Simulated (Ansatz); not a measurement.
Two isomers of CH5GeNS: A = `[NH2][GeH2][CH]=S`, B = `N=[C](S)[GeH3]`.

Computed with Ansatz on PBE0-D4/def2-TZVP structures; ΔE is electronic, products minus reactants. CCSD(T)/CBS is the MP2 limit (def2-TZVPP, def2-QZVPP) plus CCSD(T) − MP2 in def2-TZVPP, frozen cores. Functionals use def2-TZVPP. B3LYP here is the variant with VWN-RPA as its local correlation; programs differ in this. For Ge outer-core shells are correlated without core-valence functions, which leaves a few kJ/mol of doubt a bond. Scalar relativity is left out up to krypton. Each species was taken in one conformer, which may not be the lowest.

A:

```xyz
9

N    -0.477   -0.280   -1.608
Ge    0.652   -0.300   -0.157
C    -0.148    0.551    1.433
S    -0.471   -0.233    2.799
H    -1.374   -0.718   -1.449
H    -0.626    0.631   -2.019
H     0.950   -1.756    0.213
H     1.904    0.495   -0.572
H    -0.410    1.612    1.358
```

B:

```xyz
9

N     1.218   -0.489    1.326
C     0.200   -0.434    0.581
S    -1.179   -1.543    0.736
Ge    0.156    0.930   -0.844
H     1.170   -1.227    2.032
H    -1.950   -1.008   -0.224
H     1.350    1.867   -0.659
H     0.212    0.212   -2.201
H    -1.177    1.692   -0.747
```

(1) Which isomer does CCSD(T)/CBS put lower? Give the gap. (An estimate is asked.)

(2) Give E(B) − E(A) in kJ/mol with r2SCAN-D4, B2PLYP, CCSD/def2-TZVPP, CCSD(T)/def2-TZVPP, B3LYP, HF/def2-TZVPP, PBE0-D4. (Best estimate.)

Largest T1 diagnostic: 0.014.

Results:

(1) The calculation gave: A, by 31.0 kJ/mol.

(2) The calculation gave: r2SCAN-D4 11.6, B2PLYP 26.0, CCSD/def2-TZVPP 30.8, CCSD(T)/def2-TZVPP 29.6, B3LYP 19.7, HF/def2-TZVPP 31.0, PBE0-D4 14.5. None reverses the order clearly.

From PBE to PBE0 (25 % exact exchange), in def2-TZVPP and without D4, E(B) − E(A) moves by +6.6 kJ/mol.
